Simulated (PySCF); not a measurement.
Method: PySCF with PBE-D3(BJ)/def2-TZVP // PBE0-D3(BJ)/def2-TZVP. All species are isolated molecules in the gas phase. Excitations are Tamm–Dancoff values on a coarser integration grid. The basis has no diffuse functions, so Rydberg states are missing or too high.

Reference species (SMILES): `[SiH3]B([SiH3])[SiH3]` (neutral, multiplicity 1).

```yaml
dipole_moment: 0.07 D
T1 excitation (TDA): 2.36 eV
```

Changed species: `CB([SiH3])[SiH3]` (2 of 3 CH3 replaced by SiH3; the reference has 3 of 3 CH3 replaced by SiH3).

Predict the effect on the dipole moment and T1 excitation (TDA).

the dipole moment rises by 1.28 D, to 1.35 D; the T1 excitation (TDA) goes up by 0.28 eV, to 2.64 eV.
